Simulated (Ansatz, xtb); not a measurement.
## Relative energy of two isomers of C3H11FOSi2

Structure X is `CC(C)[SiH2]O[SiH2]F`, a singlet and structure Y is `CCC[Si@H](F)O[SiH3]`, a singlet. Both are isolated molecules in the gas phase, relaxed with PBE0-D3(BJ)/def2-SVP, each in the lowest conformer that the search found.

Quicker runs give these differences E(Y) − E(X): GFN2-xTB +0.078 eV; HF/STO-3G −0.182 eV (at GFN2-xTB geometries); r2SCAN-D4/def2-SVP −0.079 eV (at GFN2-xTB geometries).

Q: Estimate E(Y) − E(X) at the level CCSD(T)/def2-SVP + ΔMP2/def2-TZVPP.

A: Calculated at CCSD(T)/def2-SVP + ΔMP2/def2-TZVPP: E(Y) − E(X) = −0.063 eV, so structure Y lies lower.

The same difference at several levels:

| level | geometry | E(Y) − E(X) (eV) | departure from the last row (eV) | job, with rough time for the two |
| --- | --- | --- | --- | --- |
| GFN2-xTB | GFN2-xTB | +0.078 | +0.141 | optimisation, 0.81 s |
| HF/STO-3G | GFN2-xTB | −0.182 | −0.119 | single point, 0.52 s |
| r2SCAN-D4/def2-SVP | GFN2-xTB | −0.079 | −0.016 | single point, 4.6 s |
| PBE0-D3(BJ)/def2-SVP | PBE0-D3(BJ)/def2-SVP | −0.057 | +0.006 | optimisation, 2.8 min |
| HF/def2-SVP | PBE0-D3(BJ)/def2-SVP | −0.126 | −0.063 | part of the CCSD(T) run |
| MP2/def2-SVP | PBE0-D3(BJ)/def2-SVP | −0.037 | +0.026 | part of the CCSD(T) run |
| CCSD(T)/def2-SVP | PBE0-D3(BJ)/def2-SVP | −0.050 | +0.013 | single point |
| CCSD(T)/def2-SVP + ΔMP2/def2-TZVPP | PBE0-D3(BJ)/def2-SVP | −0.063 |  | single point, 2 min |

As drawn, both hold the same kinds of bond in the same numbers. Structure X has 2 methyl groups, Y 1.

GFN2-xTB puts the two in the other order. The largest departure from CCSD(T)/def2-SVP + ΔMP2/def2-TZVPP is that of GFN2-xTB, 0.141 eV. A small imaginary or near-zero mode remains, so no thermal terms are given. The last row adds to CCSD(T) the change of the MP2 difference between the two basis sets, here −0.013 eV.

The correlated steps freeze 15 core orbitals. Codes used: Ansatz 0.2.0, xtb 6.7.1; the last row on 4 threads of Arm Neoverse V1 on a shared host.
